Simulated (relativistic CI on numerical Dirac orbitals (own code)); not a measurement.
# Slater and spin-orbit integrals, Bi⁺

Method of calculation: Dirac-Coulomb-Breit CI, KLI orbitals optimised for each configuration, a model potential for QED, valence Slater integrals scaled by 0.85, P86 correlation energy added to each configuration (own radial code, finite nucleus).

Slater integrals F^k, G^k are unscaled and averaged over j, outside the closed core [Xe] 4f14 5d10; ζ comes from projecting the Hamiltonian with its Breit term on Σ l·s of the shell.

- 6s2 6p2: F^2(6p,6p) = 37642, ζ(6p) = 12236 cm⁻¹; <r>(6p) = 2.821, <r^2>(6p) = 9.066 (bohr units).
- 6s2 6p 7s: ζ(6p) = 13714, G^1(6p,7s) = 5645.8 cm⁻¹; <r>(6p) = 2.733, <r^2>(6p) = 8.516, <r>(7s) = 5.457, <r^2>(7s) = 33.17 (bohr units).
- 6s 6p3: F^2(6p,6p) = 38128, G^1(6s,6p) = 48095, ζ(6p) = 12260 cm⁻¹; <r>(6s) = 2.121, <r^2>(6s) = 5.074, <r>(6p) = 2.785, <r^2>(6p) = 8.836 (bohr units).

In this model ζ of a weakly bound d, f or g electron outside closed shells comes out too small, for d by up to a factor of two or three and at times with the wrong sign; that of an outer p electron is too small as well.

For a near-neutral ion this model can misplace configurations by up to about 10,000 cm⁻¹ (more where the count of f electrons changes) and terms by 10 to 25 % of their spread. Rates follow the energies as ν³ (E1, M1) or ν⁵ (E2), so they and the lifetimes can be off by large factors. The fine structure of a lone outer electron comes out too small, for d and f at times inverted, and misplaced configurations move strength between like terms. 9 of the 25 excited levels that our extract of the measured tables holds in this range could be paired (the sources list more); they are missed by 2256 cm⁻¹ on average and 4349 at most, and levels without a partner can miss by more.

Averages of the first 10 configurations, taken without configuration mixing, which lowers the lowest level and can move excited configurations by several eV; other configurations of the list can lie among them:

```tsv
Configuration	Parity	States	Average energy above the lowest level (eV)
6s2 6p2	even	15	3.2
6s2 6p 7s	odd	12	10.8
6s 6p3	odd	40	13.7
6s2 6p 6d	odd	60	12.4
6s2 6p 7p	even	36	13.0
6s2 6p 5f	even	84	15.2
6s2 6p 7d	odd	60	15.4
6s2 6d2	even	45	23.0
6p4	even	15	26.4
6s2 6p 8s	odd	12	14.8
```
